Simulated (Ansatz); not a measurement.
Relaxation of CH6BFSSi (11 atoms, charge 0, multiplicity 1), to a largest force component of 0.015 eV/Å in at most 40 steps.

All numbers below come from RKS PBE/def2-SVP in Ansatz 0.2.0.

```xyz
11
Properties=species:S:1:pos:R:3:forces:R:3
B -0.664 1.662 1.403 -1.69 0.66 -1.43
C -0.473 0.597 0.279 0.60 1.16 0.22
S 0.993 -0.358 0.666 0.91 -1.03 -0.07
Si 0.942 -1.625 -1.050 0.14 -2.20 1.83
F -0.479 -2.527 -1.088 0.85 0.81 -0.19
H 0.022 1.836 2.310 1.18 -0.01 1.33
H -1.614 2.434 1.306 0.04 -0.16 -0.03
H -0.307 1.121 -0.708 -0.63 -0.20 0.36
H -1.350 -0.053 0.289 -0.69 -0.22 -0.44
H 2.110 -2.611 -0.874 -0.48 0.34 -0.06
H 1.170 -0.901 -2.249 -0.22 0.87 -1.50
```

Where does it end, and by what steps?

The run converged. The force dipped under the threshold on the way, but the program's further checks kept it going. After 10 steps the energy has fallen by 0.382 eV; H11 moved furthest, 0.28 Å.

| step | energy less start (eV) | largest force component (eV/Å) | accepted |
| --- | --- | --- | --- |
| 0 | 0.0000 | 2.200 | yes |
| 1 | -0.2700 | 1.094 | yes |
| 2 | -0.3612 | 0.625 | yes |
| 3 | -0.3700 | 0.417 | yes |
| 4 | -0.3744 | 0.342 | yes |
| 5 | -0.3798 | 0.157 | yes |
| 6 | -0.3814 | 0.011 | yes |
| 7 | -0.3814 | 0.062 | yes |
| 8 | -0.3816 | 0.040 | yes |
| 9 | -0.3818 | 0.025 | yes |
| 10 | -0.3820 | 0.015 | yes |

```xyz
11
Properties=species:S:1:pos:R:3
B -0.691 1.738 1.408
C -0.398 0.657 0.322
S 1.017 -0.471 0.693
Si 0.977 -1.716 -1.038
F -0.343 -2.694 -1.068
H -0.149 1.740 2.496
H -1.532 2.581 1.153
H -0.290 1.125 -0.682
H -1.348 0.069 0.259
H 2.210 -2.564 -0.971
H 0.898 -0.888 -2.289
```

Whether the end is a true minimum wasn't checked by a vibrational analysis.

Run time: 28 s on 2 threads of Arm Neoverse V1, with other jobs on the host, peak memory 0.18 GiB.
